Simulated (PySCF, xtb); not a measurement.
BHF2, SMILES FBF.

Harmonic wavenumbers (cm⁻¹) from GFN2-xTB run with xtb at its own minimum, in rising order: 481, 738, 993, 1157, 1340, 2685.

Problem. What does B3LYP-D3(BJ)/def2-TZVP run with PySCF give at its own minimum? (An estimate is asked for; the answer gives what the named calculation found.)

Solution. 536, 928, 1093, 1172, 1420, 2698. Paired by order, the mean absolute difference is 76 cm⁻¹ and the zero-point energies are 10.6 and 11.2 kcal/mol.
